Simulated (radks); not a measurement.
Excited configurations of Sm I: one electron is placed in a higher orbital outside [Xe] 4f6 6s1. The ground configuration is [Xe] 4f6 6s2. Method: scalar-relativistic Kohn-Sham, PBE, spin-polarised, spherical densities, finite nucleus; open shells are filled with parallel spins first (spin-orbit coupling, left out, can overturn this in heavy ions); Fermi nuclear charge, rms radius 5.0819 fm; computed with a radial shooting solver on a logarithmic mesh with Libxc functionals. Excitation = E - E(ground); binding = E(ion) - E, where the ion is the core of charge +1; n* = 1/sqrt(2 binding) in atomic units, and the quantum defect is n - n*.

outer orbital  excitation (eV)  binding (eV)     n*  quantum defect  eigenvalue (eV)  <r> (bohr)
5d                       1.227         4.334  1.772           3.228           -1.433       3.563
6p                       1.774         3.786  1.896           4.104           -2.039       5.559
7p                       3.889         1.672  2.853           4.147           -1.014       12.67
7d                       4.560         1.000  3.688           3.312           -0.589       20.47

Estimate the row for 5f.

Answer. excitation (eV) 4.574; binding (eV) 0.986; n* 3.714; quantum defect 1.286; eigenvalue (eV) -0.469; <r> (bohr) 16.13. The Delta-SCF ionisation energy is 5.561 eV (NIST Atomic Spectra Database: 5.644 eV, measured). Self-interaction in the functional shifts the binding energies and quantum defects, so they are the method's values and not measured ones. Open shells are spherical and high-spin; term and fine-structure splittings are not resolved. Spin-orbit splitting is averaged out at the scalar-relativistic level.
